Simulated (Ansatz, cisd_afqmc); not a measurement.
Species: P₂H₄, charge 0, singlet. P2H4 (SMILES PP).
B3LYP-D3(BJ)/def2-TZVP minimum from Ansatz (a first-principles code):
```
P
H 1 1.4206
H 1 1.4206 2 92.33
P 1 2.2503 2 93.65 3 -93.89
H 4 1.4206 1 93.65 2 -86.71
H 4 1.4206 5 92.33 1 93.89
```
Charge 0, spin multiplicity 1.

Total energies in cc-pV(D+d)Z, 14 correlated electrons, 10 frozen orbitals. UHF or UKS for unpaired electrons; spin-orbit terms are left out. Correlated methods leave the cores frozen. No relativity. AFQMC is phaseless with a CISD trial state; ± is one standard error, without the phaseless bias. Outlying blocks are dropped, and bars are widened where a walk drifts. Over all cases where full CI ran beside it in this data, AFQMC minus full CI had a median of +0.1 mEh and passed +0.4 mEh in a tenth of the cases.

| method | program | energy (Eh) | minus CCSDT(Q) (mEh) |
|---|---|---|---|
| HF | Ansatz | -683.80319 | 309.01 |
| MP2 | Ansatz | -684.05506 | 57.15 |
| CCSD | Ansatz | -684.10148 | 10.72 |
| CCSD(T) | Ansatz | -684.11048 | 1.72 |
| CCSDT(Q) | Ansatz | -684.11220 | 0.00 |
| AFQMC/CISD | cisd_afqmc | -684.1115 ± 0.0003 | 0.7 ± 0.3 |

Rough core times of Ansatz's runs on a shared machine: CCSD(T) under 20 s, CCSDT(Q) 60 s.
